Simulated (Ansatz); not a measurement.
Frontier orbitals of `COB(Cl)Cl`.

```xyz
8

C     0.4849   -1.0437   -0.1138
O    -0.6686   -0.2277   -0.0105
B    -0.6796    1.0964    0.1213
Cl   -2.2322    1.8990    0.2473
Cl    0.7868    2.0734    0.1742
H     0.3277   -1.7397   -0.9376
H     1.3823   -0.4511   -0.2949
H     0.5989   -1.6066    0.8139
```

Charge 0, multiplicity 1. All single points use the PBE0-D4/def2-TZVP geometry. It is one conformer, not always the lowest. Basis def2-TZVPP, Ansatz.

```csv
functional,HOMO (eV),LUMO (eV),gap (eV)
LDA (SPW92),-7.59,-1.48,6.11
PBE,-7.45,-1.21,6.24
r2SCAN,-7.82,-0.87,6.95
PBE0,-8.90,-0.22,8.68
B3LYP,-8.60,-0.42,8.18
ωB97M-V,-11.16,1.89,13.05
```

A quarter of exact exchange (PBE0) shifts PBE's HOMO by −1.45 eV and its LUMO by +0.99 eV; full exchange at long range (ωB97M-V) shifts them by −3.71 and +3.10 eV. The gap opens from 6.25 to 13.05 eV, since occupied levels lose self-interaction and empty ones feel all the electrons. A positive LUMO is unbound and depends on the basis.

B3LYP here is the variant with VWN-RPA as its local correlation; programs differ in this.
